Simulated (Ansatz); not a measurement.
A run on C₄H₁₁In (`CC(C)[CH2][InH2]`) with other settings.

```yaml
crystal:
  periodic: [false, false, false]
  atoms:
    - {symbol: C, position_ang: [0.843365, 0.328884, -1.374015]}
    - {symbol: C, position_ang: [0.388626, -0.703926, -0.353907]}
    - {symbol: C, position_ang: [-1.056680, -1.109552, -0.600277]}
    - {symbol: C, position_ang: [0.599688, -0.214733, 1.074062]}
    - {symbol: In, position_ang: [-0.495007, 1.557768, 1.678560]}
    - {symbol: H, position_ang: [0.754112, -0.051904, -2.394816]}
    - {symbol: H, position_ang: [0.231025, 1.235425, -1.308361]}
    - {symbol: H, position_ang: [1.886549, 0.614237, -1.212766]}
    - {symbol: H, position_ang: [1.009459, -1.600605, -0.496267]}
    - {symbol: H, position_ang: [-1.723371, -0.244169, -0.512226]}
    - {symbol: H, position_ang: [-1.386149, -1.863628, 0.119789]}
    - {symbol: H, position_ang: [-1.189913, -1.523293, -1.603315]}
    - {symbol: H, position_ang: [0.333126, -0.995610, 1.795676]}
    - {symbol: H, position_ang: [1.657664, 0.006730, 1.256390]}
    - {symbol: H, position_ang: [-0.281303, 2.140246, 3.297911]}
    - {symbol: H, position_ang: [-1.571191, 2.424142, 0.633572]}
basis:
  gaussian: {orbitals: ANO-RCC-VTZP}
hamiltonian: {xc: {name: rPW86-PBE}, dispersion: d4}
```

```sh
$ ansatz run in.yaml --threads 4 --pin off --events-out ev --progress --plain --max-ram 11315MiB
```

Output, abridged:

```
Functional definition: rPW86-PBE
2115 factors; their error is unknown
mean field evaluation 1: about -164386.0297 eV, gradient 9.8e1 eV
mean field evaluation 2: about -164242.8135 eV, gradient 2.2e2 eV
mean field evaluation 4: about -164408.6158 eV, gradient 1.7e1 eV
mean field evaluation 8: about -164409.1930 eV, gradient 2.1e-1 eV
mean field evaluation 16: about -164409.1341 eV, gradient 2.6e-4 eV
mean field -164409.13407556 eV, -6041.9242367632 hartree, gradient 3.9e-5 eV, S^2 0.000000; 0 other end points of the search recorded, 0 dependent functions left out
reference -164409.13428090 eV, -6041.9242443095 hartree; 42, 42 occupied and 300, 300 virtual orbitals, 2115 factors
Total energy: -164409.53835969 eV, -6041.9390939308 hartree
Relativity: scalar
```

Hardware: 4 threads of an Intel Xeon Platinum 8375C on a shared host. Wall time 23 s, peak host memory 0.97 GiB.
